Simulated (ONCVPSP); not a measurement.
**manganese (Mn): variants of one ONCV potential**

Base potential:

Mn (Z = 25), optimised norm-conserving Vanderbilt (ONCV), made with ONCVPSP 4.0.1 (LDA (Perdew-Zunger), scalar-relativistic). Core [Ar], reference 3d5 4s2. Waves: 4s: rc 2.55 bohr, ncon 3, nbas 6, qcut 2.6 1/bohr, 2 projectors, debl 0.8 Ha; p scattering state at 0.09 Ha: rc 2.30 bohr, ncon 4, nbas 7, qcut 4 1/bohr, 2 projectors, debl 1.2 Ha; 3d: rc 1.80 bohr, ncon 4, nbas 9, qcut 8.2 1/bohr, 1 projector. Local part: polynomial inside 1.30 bohr (lpopt 4, dvloc0 -1 Ha). Core correction: none.

In the p channel the program set the typed energies aside and used 0.050, 1.250 Ha.

Cutoffs, loose and tight: the cutoffs (Ha) at which the residual kinetic energy of the hardest occupied pseudo-wave falls to 1 and 0.1 mHa per electron. They do not see the model core or the augmentation charge, which bear on the density cutoff. Test errors are all-electron minus pseudo excitation energies from the reference, over the configurations 3d5 4s1; 3d5 4s0; 3d4 4s0; 3d4 4s2. A dash means not determined; rows that change the core or the reference have their own tests.

```csv
change,outcome,"cutoff, loose","cutoff, tight",bound ghosts,GHOST(+) flags above zero,largest test error (meV)
base,"generated, projector energies reset by the program",28 Ha,31 Ha,none,"s, p",+36
"core [Ne], valence charge 15; reference 3s2 3p6 3d5 4s2; waves now 3s+4s: rc 1.40 bohr, ncon 3, nbas 7, qcut 10.5 1/bohr, 2 projectors; 3p: rc 1.45 bohr, ncon 4, nbas 8, qcut 9.3 1/bohr, 2 projectors, debl 3.8 Ha; 3d: rc 1.65 bohr, ncon 4, nbas 8, qcut 11 1/bohr, 2 projectors, debl 2.4 Ha; local potential polynomial inside 1.25 bohr (lpopt 1, dvloc0 -1 Ha)",generated,41 Ha,47 Ha,none,none,+49
reference 3d5 4s1,"generated, projector energies reset by the program",28 Ha,31 Ha,none,"s, p",-24
d: rc 2.1,"generated, projector energies reset by the program",25 Ha,28 Ha,none,"s, p",+79
functional PBE,"generated, projector energies reset by the program",28 Ha,31 Ha,none,"s, p",+106
```
